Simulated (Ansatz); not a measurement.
Born–Oppenheimer molecular dynamics of a periodic cell of 17 atoms, Ba₁₆H (host Ba, host structure bcc, interstitial H). It starts from a relaxed structure.

Method: DFT PBE, scalar-relativistic, plane waves, PAW (Ansatz). Settings: accuracy low, cutoff 420 eV, k mesh 1x1x1, fermi-dirac smearing 0.15 eV, no spin polarisation.

```json
{
  "ensemble": "NVT, Langevin thermostat",
  "time step": "0.5 fs",
  "steps asked": "300",
  "set temperature": "600 K",
  "friction": "0.05 /fs",
  "seed": "325404"
}
```

First frame:

```xyz
17
Lattice="10.0400 0.0000 0.0000 0.0000 10.0400 0.0000 0.0000 0.0000 10.0400" Properties=species:S:1:pos:R:3
Ba 0.099 -0.062 -0.004
Ba 4.991 0.195 0.001
Ba 0.101 5.081 -0.004
Ba -0.011 -0.030 5.017
Ba 2.408 2.508 2.574
Ba 4.990 4.823 0.001
Ba 5.037 0.036 5.015
Ba 7.551 2.510 2.305
Ba -0.010 5.048 5.017
Ba 2.512 7.529 2.545
Ba 2.414 2.508 7.465
Ba 5.036 4.981 5.015
Ba 7.519 7.528 2.472
Ba 7.548 2.510 7.732
Ba 2.514 7.529 7.489
Ba 7.516 7.528 7.562
H 6.245 2.502 -0.026
```

Task: What does the run give?

Result: The run went to its last step.

| Quantity | Value |
| --- | --- |
| steps done | 300 |
| time covered | 150 fs |
| mean temperature over the second half | 611 K |
| spread of the potential energy over the second half | 4.7 meV per atom |
| mean potential energy of the second half above the start | 28.3 meV per atom |

A run of 0.15 ps of so small a system gives no equilibrium averages. Limits of this set-up: coarse k mesh, odd electron count without spin, a small cell, in which the defect meets its images, a typed lattice constant that wasn't relaxed here, low accuracy level.

Task: What happens to the structure?

Result: Mean squared displacements from the first frame to the last, about the centre of mass: Ba 0.04 Å², H 0.00 Å². This is one draw of velocities; another would differ in detail.

Task: How do temperature and energy run in time?

Result: 
```tsv
time (fs)	T (K)	potential energy less start (eV)
0	565	0.000
7.5	512	0.029
15	516	0.057
22.5	495	0.100
30	419	0.157
37.5	506	0.168
45	519	0.150
52.5	564	0.207
60	705	0.229
67.5	692	0.231
75	719	0.306
82.5	736	0.444
90	752	0.403
97.5	588	0.393
105	594	0.409
112.5	507	0.494
120	507	0.530
127.5	759	0.497
135	619	0.557
142.5	532	0.608
150	411	0.622
```

Time of the run: 11 min on 2 threads of Intel(R) Xeon(R) Platinum 8375C CPU @ 2.90GHz (Ice Lake), on a shared host, peak memory 0.91 GiB.
